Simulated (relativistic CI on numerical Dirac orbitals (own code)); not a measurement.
Hyperfine structure of W69+, mass number 183

Method of calculation: Dirac-Coulomb-Breit CI, KLI orbitals optimised for each configuration, model QED, unscaled Slater integrals (own radial code, finite nucleus).

Configuration list (outside the closed core 1s2): 2s2 2p, 2s 2p2, 2p3, 2p2 3s, 2p2 3p, 2p2 3d, 2s2 3s, 2s2 3p, 2s2 3d, 2s 2p 3s, 2s 2p 3p, 2s 2p 3d, 2s2 4s, 2s2 4p, 2s2 4d, 2s2 4f. Levels of other configurations are missing.

Nuclear spin I = 1/2, μ = 0.11739 μN (tables of Stone and Pyykkö). The electronic factors are computed for point nuclear moments, without core polarisation or the Bohr-Weisskopf and QED corrections.

```csv
Level,E (10³ cm⁻¹),A (GHz)
2s2 2p 2P°_1/2,0.0,1825
2s2 2p 2P°_3/2,11806.6,204.1
2s 2p2 4P_3/2,13348.5,1344
2s 2p2 2D_5/2,13680.0,1610
2s 2p2 2P_1/2,14272.7,-2112
2s 2p2 2D_3/2,14290.0,-2.893
2s 2p2 4P_5/2,25301.2,1293
2s 2p2 2S_1/2,26192.3,5636
```

Levels with J = 0, under 50 % of one LS term, or S terms without an open s electron are left out. Small factors come from cancelling terms and can be off by tens of per cent or more.

At this charge energies of transitions that change n are usually good to better than 1 %, and those within a shell (Δn = 0) to a few per cent.

Problem. Give the hyperfine levels of 2s2 2p 2P°_1/2 relative to its centre of gravity.

Solution. With K = F(F + 1) − I(I + 1) − J(J + 1), E = AK/2: F = 0: -1369, F = 1: 456.3 GHz.

LS names give the leading component of a level, which can be under half, so a name can repeat, a term be missing and a line seem to break the LS rules.
